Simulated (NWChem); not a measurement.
System: SnF2, singlet; SMILES [F][Sn][F]

All runs: NWChem. Low-valent species are run as closed-shell singlets; no triplet was tried in these runs. Structure relaxed at the PBE0/def2-SVP level. def2 effective core potentials on Sn; no spin-orbit coupling. B3LYP is NWChem's, with the RPA form of VWN correlation. Ions are spin-unrestricted doublets at the neutral geometry; other ion states weren't tried.

```
level            vertical ionisation energy, ΔSCF (eV)  −ε(HOMO) (eV)  ΔSCF minus −ε(HOMO) (eV)
---------------  -------------------------------------  -------------  ------------------------
B3LYP/def2-SVP                              (withheld)     (withheld)                (withheld)
PBE/def2-SVP                                     10.79           7.18                      3.61
PBE0/def2-SVP                                    11.06           8.52                      2.54
r2SCAN/def2-SVP                                  10.98           7.58                      3.40
```

### Question
Fill in the missing entries.

### Answer

- B3LYP/def2-SVP, vertical ionisation energy, ΔSCF (eV): 11.11
- B3LYP/def2-SVP, −ε(HOMO) (eV): 8.31
- B3LYP/def2-SVP, ΔSCF minus −ε(HOMO) (eV): 2.80
